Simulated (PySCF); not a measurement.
Atom-mapped SMILES (the numbers label the heavy atoms): `[CH2:1]=[CH:2]/[C:3](=[CH:4]\[CH2:5][O:6][SiH3:7])[CH2:8][CH3:9]`. Each H is labelled by its parent atom. Ha(C1) is cis to C3; Hb(C1) is trans to C3.

Averaged over atoms made equivalent by symmetry, fast rotation or ring inversion, a single conformation, in vacuum, non-relativistic Hamiltonian. GFN2-xTB structure; GIAO PBE0/pcSseg-1 shieldings; PySCF.

List the cross peaks expected in HSQC, COSY and HMBC spectra.

Results:



HSQC (one-bond C–H):
```csv
δH,δC
6.45 (H(C2)),138.8 (C2)
5.98 (H(C4)),142.5 (C4)
5.49 (Ha(C1)),119.4 (C1)
5.44 (Hb(C1)),119.4 (C1)
4.77 (H(C5)),66.8 (C5)
2.28 (H(C8)),30.7 (C8)
1.14 (H(C9)),19.0 (C9)
```

COSY cross peaks (H two or three bonds apart, from the bond graph; peaks can be absent where the dihedral angle is near 90°):
```csv
δH,δH
6.45 (H(C2)),5.49 (Ha(C1))
6.45 (H(C2)),5.44 (Hb(C1))
5.98 (H(C4)),4.77 (H(C5))
5.49 (Ha(C1)),5.44 (Hb(C1))
2.28 (H(C8)),1.14 (H(C9))
```

HMBC (two and three bonds, from the bond graph):
```csv
δH,δC
6.45 (H(C2)),"144.5 (C3), 142.5 (C4), 119.4 (C1), 30.7 (C8)"
5.98 (H(C4)),"144.5 (C3), 138.8 (C2), 66.8 (C5), 30.7 (C8)"
5.49 (Ha(C1)),"144.5 (C3), 138.8 (C2)"
5.44 (Hb(C1)),"144.5 (C3), 138.8 (C2)"
4.92 (H(Si7)),66.8 (C5)
4.77 (H(C5)),"144.5 (C3), 142.5 (C4)"
2.28 (H(C8)),"144.5 (C3), 142.5 (C4), 138.8 (C2), 19.0 (C9)"
1.14 (H(C9)),"144.5 (C3), 30.7 (C8)"
```

δ = σ(ref) − σ, references computed at the same level: ¹H (σref 31.72), ¹³C (σref 186.93) vs TMS.

Short H···H contacts in this conformer between protons four or more bonds apart (candidates for NOE cross peaks, intensity ∝ r⁻⁶): Ha(C1)···H(C8) 2.20 Å, H(C4)···H(C8) 2.33 Å, H(C2)···H(C5) 2.40 Å, Ha(C1)···H(C9) 2.52 Å.

Shifts are as computed. Against solution values, carbons near 30 ppm lie about +3 ppm off and those near 130 ppm about +5 ppm. Of 1211 compounds with measured shifts, 218 miss one by over three times the rms of a fit or turn the order of signals round; such compounds aren't used in these exercises.
